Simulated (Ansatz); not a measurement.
Reactions of FH₃S₃Ti, SMILES `[F][Ti]([SH])([SH])[SH]`.

Calculated with Ansatz (gas phase, PBE0-D4/def2-TZVP geometries, no zero-point term in ΔE). CBS: MP2 limit from def2 TZ/QZ plus the TZ coupled-cluster correction, frozen cores. This one scheme is used for every species. DFT in def2-TZVPP. B3LYP here is the variant with VWN-RPA as its local correlation; programs differ in this. For Ti outer-core shells are correlated without core-valence functions, which leaves a few kJ/mol of doubt a bond. Scalar relativity is left out up to krypton. One conformer a species, not always the lowest.

```json
{"reaction": "`[F][Ti]([SH])([SH])[SH]` + `CC(O)CO` → `[OH][Ti]([SH])([SH])[SH]` + `CC(O)CF`", "CCSD/CBS(def2) (eV)": "0.35", "B2PLYP (eV)": "0.39", "HF/CBS(def2) (eV)": "0.32", "B3LYP-D4 (eV)": "0.38", "CCSD(T)/CBS(def2) (eV)": "0.36"}
{"reaction": "`[F][Ti]([SH])([SH])[SH]` + H₂O → `[OH][Ti]([SH])([SH])[SH]` + H–F", "CCSD/CBS(def2) (eV)": "0.37", "B2PLYP (eV)": "0.45", "HF/CBS(def2) (eV)": "0.45", "B3LYP-D4 (eV)": "0.45", "CCSD(T)/CBS(def2) (eV)": "0.36"}
{"reaction": "`[F][Ti]([SH])([SH])[SH]` + `BO[SiH2]S` → `[SH][Ti]([SH])([SH])[SH]` + `BO[SiH2]F`", "CCSD/CBS(def2) (eV)": "-0.11", "B2PLYP (eV)": "-0.17", "HF/CBS(def2) (eV)": "-0.05", "B3LYP-D4 (eV)": "-0.05", "CCSD(T)/CBS(def2) (eV)": "-0.19"}
{"reaction": "`[F][Ti]([SH])([SH])[SH]` + `C[SiH](F)S` → `[F][Ti]([F])([SH])[SH]` + `C[SiH](S)S`", "CCSD/CBS(def2) (eV)": "0.12", "B2PLYP (eV)": "0.20", "HF/CBS(def2) (eV)": "0.05", "B3LYP-D4 (eV)": "0.10", "CCSD(T)/CBS(def2) (eV)": "0.19"}
```

Largest T1 diagnostic: 0.029, for `[SH][Ti]([SH])([SH])[SH]`, so its coupled-cluster energy is less sure.
